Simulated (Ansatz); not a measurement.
AlOBr, SMILES [Al](=[O])[Br].

Geometry optimised at r2SCAN-D4/def2-TZVP.

Two levels are set side by side: PBE/def2-TZVPD (Ansatz, a quantum-chemistry and plane-wave program) and PBE0/def2-TZVPD (Ansatz). Energy differences of separate SCF runs at the same geometry; the states with an electron removed or added have multiplicity 2 and 2. Differences are taken from unrounded values.

| quantity | PBE0 |
|---|---|
| vertical ionisation energy (eV) | 9.90 |
| vertical electron affinity (eV) | 1.08 |
| vertical singlet–triplet gap (eV) | 2.83 |

### Question
What does PBE give, and how far is it from PBE0? (The exact figures need the calculation; the answer reports its results.)

### Answer

```tsv
quantity	PBE	PBE minus PBE0
vertical ionisation energy (eV)	10.18	0.27
vertical electron affinity (eV)	1.11	0.03
vertical singlet–triplet gap (eV)	3.15	0.32
```
